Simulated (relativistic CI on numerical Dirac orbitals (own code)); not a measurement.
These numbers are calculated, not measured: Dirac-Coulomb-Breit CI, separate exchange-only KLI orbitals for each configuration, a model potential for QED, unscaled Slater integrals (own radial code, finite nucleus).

CI space (outside the closed core [Ne]): 3s²3p⁶3d, 3s²3p⁵3d², 3s3p⁶3d², 3s²3p⁶4s, 3s²3p⁶4p, 3s²3p⁶4d, 3s²3p⁵3d4s, 3s²3p⁶4f, 3s²3p⁵3d4p, 3s²3p⁵3d4d, 3s3p⁶3d4s, 3p⁶3d²4p, 3s²3p⁵3d4f, 3s3p⁶3d4p, 3s²3p⁶5s, 3s²3p⁶5p, 3s3p⁶3d4d, 3s²3p⁶5d, 3s²3p⁶5f, 3s3p⁶3d4f, 3s²3p⁶5g, 3p⁶3d³, 3p⁵3d⁴, 3p⁵3d³4s, 3p⁶3d²4s, 3p⁵3d²4s², 3p⁶3d²4d, 3p⁵3d³4d, 3p⁵3d²4s4d. Double excitations out of closed p, d and f shells are left out; levels of such configurations are missing from the list, as are those of other unlisted configurations, and high levels can miss mixing partners. These lack a partner that the ground configuration has and come out too high: 3s²3p⁵3d4p, 3s²3p⁵3d4f.

At this charge energies of transitions that change n are usually good to better than 1 %, and those within a shell (Δn = 0) to a few per cent.

Outline of the computed level scheme of Cd XXX. Lowest level of each configuration: 3s²3p⁶3d ²D3/2 at 0.000 eV; 3s²3p⁵3d² ⁴D°1/2 at 138.055 eV.

Some strong electric-dipole decays among the lowest 45 levels: 3s²3p⁵3d² ²D°3/2 → 3s²3p⁶3d ²D3/2 (1.3e+12 s⁻¹); 3s²3p⁵3d² ²P°1/2 → 3s²3p⁶3d ²D3/2 (7.3e+11 s⁻¹); 3s²3p⁵3d² ²F°7/2 → 3s²3p⁶3d ²D5/2 (5.6e+11 s⁻¹); 3s²3p⁵3d² ²F°5/2 → 3s²3p⁶3d ²D3/2 (2.7e+11 s⁻¹); 3s²3p⁵3d² ²F°5/2 → 3s²3p⁶3d ²D3/2 (2.1e+11 s⁻¹); 3s²3p⁵3d² ²P°1/2 → 3s²3p⁶3d ²D3/2 (1.9e+11 s⁻¹); 3s²3p⁵3d² ⁴D°1/2 → 3s²3p⁶3d ²D3/2 (1.4e+11 s⁻¹); 3s²3p⁵3d² ²F°5/2 → 3s²3p⁶3d ²D3/2 (8.6e+10 s⁻¹).

LS names give the leading component of a level, which can be under half, so a name can repeat, a term be missing and a line seem to break the LS rules.
